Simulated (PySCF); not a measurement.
Sn(Me)(Vi)(OH)2, C3H8O2Sn, SMILES C=[CH][Sn]([CH3])([OH])[OH], PBE0/def2-SVP optimised geometry.

```
14

C     -1.54     1.85    -1.12
C     -1.21     1.21     0.00
Sn    -0.39    -0.76     0.00
C     -0.87    -2.06    -1.63
O     -0.96    -1.48     1.77
O      1.60    -0.76     0.00
H     -1.41     1.41    -2.12
H     -1.96     2.86    -1.10
H     -1.37     1.69     0.97
H      0.07    -2.48    -2.01
H     -1.38    -1.50    -2.43
H     -1.53    -2.86    -1.27
H     -0.57    -2.34     1.95
H      1.96    -0.14     0.64
```

Density from PBE0/def2-TZVP, def2 effective core potentials past Kr run with PySCF at that geometry. The core electrons that the potentials of Sn replace are not part of the density.

Minimum of the electron density along straight lines between bonded atoms, close to the bond critical point (lines longer than 1.1 times the sum of covalent radii, or with two minima, are not listed):

```tsv
bond	length / Å	ρ at the minimum / e bohr⁻³	∇²ρ there / e bohr⁻⁵	position (fraction from the first atom)
C1–C2	1.336	0.347	…	0.50
C2–Sn3	2.128	0.110	…	0.49
Sn3–C4	2.134	0.108	0.11	0.51
Sn3–O5	1.990	0.116	0.45	0.51
Sn3–O6	1.992	0.116	0.45	0.51
C1–H7	1.096	0.278	-0.97	0.65
C1–H8	1.097	0.277	-0.96	0.65
C2–H9	1.097	0.275	-0.95	0.65
C4–H10	1.098	0.270	-0.90	0.65
C4–H11	1.099	0.269	-0.89	0.64
C4–H12	1.099	0.269	-0.89	0.64
O5–H13	0.964	0.356	-2.36	0.80
O6–H14	0.964	0.356	-2.36	0.80
```

Problem. Complete the blanks.

Solution. 
- C1–C2, ∇²ρ there / e bohr⁻⁵: -1.04
- C2–Sn3, ∇²ρ there / e bohr⁻⁵: 0.13
